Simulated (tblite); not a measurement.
Isomers of C4H12F2Si3. Level: GFN2-xTB in tblite, geometry and Hessian alike; calculated harmonic values, unscaled, isolated species. Errors from tens to a few hundred cm⁻¹ against measured bands are possible. Modes of hydrogen on silicon can be 10 to 20 % off. One conformer each.

Electronic energies: GFN2-xTB at the same geometries; isomer energies are rough at this level and their order can be wrong.

```json
{"SMILES": "CCC[C@]1(F)[SiH2][Si@H](F)[SiH2]1", "electronic energy, lowest = 0 (kJ/mol)": "0.0"}
{"SMILES": "FC(F)[Si@@H]1C[C@H](C[SiH3])[SiH2]1", "electronic energy, lowest = 0 (kJ/mol)": "178.2"}
{"SMILES": "CCC(F)(F)[Si@@H]1C[SiH2][SiH2]1", "electronic energy, lowest = 0 (kJ/mol)": "176.2"}
```

Problem. How do GFN2-xTB zero-point energies change the relative energies?

Solution. 
```
                             SMILES  ZPE (kJ/mol)  of it from modes above 1550 cm⁻¹  electronic (kJ/mol)  with ZPE, lowest = 0 (kJ/mol)  lowest mode (cm⁻¹)  rings
  CCC[C@]1(F)[SiH2][Si@H](F)[SiH2]1         381.4                             191.9                  0.0                            0.0                  33      1
    CCC(F)(F)[Si@@H]1C[SiH2][SiH2]1         376.8                             191.3                176.2                          171.6                  35      1
FC(F)[Si@@H]1C[C@H](C[SiH3])[SiH2]1         371.2                             185.8                178.2                          167.9                  25      1
```

The zero-point energies span 10.2 kJ/mol, from `FC(F)[Si@@H]1C[C@H](C[SiH3])[SiH2]1` to `CCC[C@]1(F)[SiH2][Si@H](F)[SiH2]1`. The lowest isomer stays, but the order above it changes.
